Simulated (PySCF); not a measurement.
# Field gradients at the hydrogen positions

Compound: C3H10O3Si2.
Numbering: `[CH3:1][O:2][SiH2:3][O:4][CH2:5][C:6](=[O:7])[SiH3:8]` (hydrogens: H9, H10, H11 on C1; H12, H13 on Si3; H14, H15 on C5; H16, H17, H18 on Si8)

Structure used (GFN2-xTB), in Å, numbered top down from 1:
```
atom  x, y, z in Å
C1     3.392    0.598   -0.332
O2     2.024    0.356   -0.191
Si3    1.040   -0.543   -1.112
O4    -0.455   -0.347   -0.516
C5    -0.887   -0.555    0.796
C6    -2.334   -0.128    0.853
O7    -2.996   -0.179    1.861
Si8   -2.940    0.481   -0.864
H9     3.960   -0.333   -0.285
H10    3.601    1.084   -1.288
H11    3.704    1.253    0.482
H12    1.461   -1.946   -1.052
H13    0.861   -0.032   -2.460
H14   -0.800   -1.613    1.074
H15   -0.289    0.028    1.505
H16   -4.349    0.831   -0.673
H17   -2.821   -0.615   -1.821
H18   -2.182    1.665   -1.252
```

Level: PBE0/pcSseg-1 (PySCF, non-relativistic); Q(2H) = 0.00286 b; rigid geometry, the same for H and D, with no vibrational averaging.

Question: Rank these positions by the coupling χzz of a deuteron there, largest first.
A. H14 (methylene hydrogen)
B. H11 (methyl hydrogen)
C. H12 (Si–H hydrogen)
D. H16 (Si–H hydrogen)
E. H18 (Si–H hydrogen)

Answer: B (202 kHz), A (194 kHz), E (113 kHz), D (108 kHz), C (104 kHz).

Q: Give the electric field gradient Vzz (the principal value of largest size), its asymmetry and the 2H coupling at each hydrogen.

A: 
```
atom  bonded to  bond length (Å)  Vzz (au)     η  χzz (kHz)
  H9         C1            1.092    0.2969  0.08        200
 H10         C1            1.092    0.2969  0.08        200
 H11         C1            1.090    0.3006  0.07        202
 H12        Si3            1.466    0.1546  0.02        104
 H13        Si3            1.454    0.1646  0.01        111
 H14         C5            1.097    0.2882  0.07        194
 H15         C5            1.096    0.2885  0.06        194
 H16        Si8            1.465    0.1608  0.01        108
 H17        Si8            1.459    0.1675  0.03        113
 H18        Si8            1.458    0.1682  0.03        113
```

Q: Average by the element that carries the hydrogen.

A: on C: 198 kHz over 5 positions, mean bond length 1.093 Å; on Si: 110 kHz over 5 positions, mean bond length 1.460 Å.

One conformer (not necessarily the lowest) at the GFN2-xTB geometry, without solvent, vibrations or thermal averaging. GFN2-xTB bond lengths can be off by several hundredths of an ångström, more for odd bonds, and the gradients follow them. With a basis this small, the couplings can be 20 % off.
